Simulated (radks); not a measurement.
Values are calculated unless marked as measured or tabulated.
All-electron atom: O+ in [He] 2s2 2p3. Level of theory: scalar-relativistic Kohn-Sham, PBE, spin-unpolarised, spherical densities, finite nucleus; Fermi nuclear charge, rms radius 2.6991 fm (a radial shooting solver on a logarithmic mesh with Libxc functionals).

Normalised radial functions P(r) = r R(r), r in bohr:

r            1s       2s      2p
0.01587  0.6060   0.1480  0.0040
0.01954  0.7243   0.1768  0.0059
0.02406  0.8598   0.2096  0.0088
0.02939  1.0062   0.2448  0.0129
0.03618  1.1731   0.2845  0.0190
0.04455  1.3509   0.3260  0.0279
0.05485  1.5323   0.3669  0.0406
0.067    1.6998   0.4022  0.0579
0.08249  1.8522   0.4296  0.0827
0.1016   1.9638   0.4406  0.1168
0.125    2.0140   0.4266  0.1625
0.154    1.9835   0.3782  0.2222
0.188    1.8663   0.2912  0.2945
0.2315   1.6525   0.1529  0.3856
0.285    1.3616  -0.0337  0.4908
0.3509   1.0279  -0.2589  0.6046
0.4286   0.7100  -0.4922  0.7136
0.5278   0.4269  -0.7217  0.8142
0.6498   0.2203  -0.8992  0.8844
0.8      0.0942  -0.9877  0.9066
0.985    0.0321  -0.9669  0.8696
1.203    0.0088  -0.8499  0.7786
1.481    0.0016  -0.6595  0.6388
1.824    0.0002  -0.4475  0.4760
2.245    0.0000  -0.2610  0.3175
2.743    0.0000  -0.1316  0.1901
3.377    0.0000  -0.0523  0.0949
4.157    0.0000  -0.0160  0.0386

1s: eigenvalue -533.57 eV, 0 radial nodes, <r> = 0.199 bohr, 90 % of the charge inside 0.357 bohr. 2s: eigenvalue -39.664 eV, 1 radial node at r = 0.275 bohr, <r> = 1.08 bohr, 90 % of the charge inside 1.72 bohr. 2p: eigenvalue -24.450 eV, 0 radial nodes, <r> = 1.11 bohr, 90 % of the charge inside 1.89 bohr.
